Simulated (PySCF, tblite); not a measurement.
A database entry of computed molecular properties. Lists by class give the value and the number of equivalent atoms.

```json
{
 "formula": "C4H7N2Si2",
 "smiles": "N#CCC[SiH2][SiH]C#N",
 "inchi": "InChI=1S/C4H7N2Si2/c5-2-1-3-7-8-4-6/h8H,1,3,7H2",
 "charge": 0,
 "multiplicity": 2,
 "geometry_level": "GFN2-xTB",
 "atoms_angstrom": [
  ["N", -2.167, 1.414, 1.72],
  ["C", -1.689, 0.451, 1.329],
  ["C", -1.091, -0.744, 0.796],
  ["C", -0.946, -0.658, -0.727],
  ["Si", 0.087, 0.835, -1.33],
  ["Si", 2.207, 0.568, -0.518],
  ["C", 2.456, -0.404, 1.023],
  ["N", 2.561, -1.099, 1.939],
  ["H", -0.115, -0.882, 1.272],
  ["H", -1.724, -1.593, 1.074],
  ["H", -1.941, -0.599, -1.172],
  ["H", -0.502, -1.591, -1.08],
  ["H", -0.624, 2.067, -0.963],
  ["H", 0.138, 0.763, -2.801],
  ["H", 3.347, 1.48, -0.584]
 ],
 "electronic_structure_code": "PySCF",
 "results": {
  "GFN2-xTB geometry": {
   "point_group": "C1",
   "rotational_constants_GHz": [1.7, 0.997, 0.768]
  },
  "GFN2-xTB harmonic vibrations, gas phase": {
   "strongest_ir_bands_cm-1_km_per_mol_modes": [
    [608.3, 220.4, 1],
    [807.4, 278.3, 1],
    [2159.2, 282.0, 1],
    [2202.7, 234.0, 1],
    [2227.1, 289.0, 1],
    [2267.7, 293.8, 1]
   ],
   "zpe_kcal_per_mol": 60.2
  },
  "UKS B3LYP, pcH-1 on C H N Si, non-relativistic, mean-field spin-orbit, GIAO": {
   "g_iso": 2.00377,
   "g_tensor": [2.00205, 2.00301, 2.00626],
   "s2": 0.756,
   "a_iso_by_class_MHz": [
    ["29Si", -248.7, 1],
    ["1H", 41.6, 2],
    ["1H", -23.1, 1],
    ["13C", -19.4, 1],
    ["29Si", 4.0, 1]
   ],
   "spin_populations_mulliken_by_atom": [0.0, 0.0, 0.0, 0.0, -0.01, 0.95, -0.1, 0.16, 0.0, 0.0, 0.0, 0.0, 0.04, 0.0, -0.03]
  }
 }
}
```

The rotational constants make it an asymmetric top with κ = (2B − A − C)/(A − C) = -0.51, nearer the prolate limit (−1). ⟨S²⟩ is 0.006 above the pure-spin value S(S + 1) = 0.75. At 9.50 GHz, hν = g·μB·B₀ (B₀ the magnetic field) puts the centre of the isotropic spectrum, to first order, at 338.7 mT.

 In GFN2-xTB open shells enter through the occupations alone, without spin polarisation, so single modes can be far off. Hyperfine couplings depend on the geometry, which wasn't re-optimised at a DFT level. Couplings of like nuclei are plain means over topologically equivalent atoms, as if these changed places fast (by rotation of a methyl-like group, say); in this geometry the members of some sets differ.

For the EPR job (B3LYP), hardware: one thread of an Arm Neoverse V1, no GPU, shared host with 32 logical CPUs at a one-minute load of 16. Cost: 1.9 min wall (grids of density and orbitals included), 0.98 GiB resident at most.

Shape of the structure used: `[N:1]#[C:2][CH2:3][CH2:4][SiH2:5][SiH:6][C:7]#[N:8]`: C2–C3–C4–Si5 58°, C3–C4–Si5–Si6 63°, C4–Si5–Si6–C7 -26°.

One conformer stands for the species.
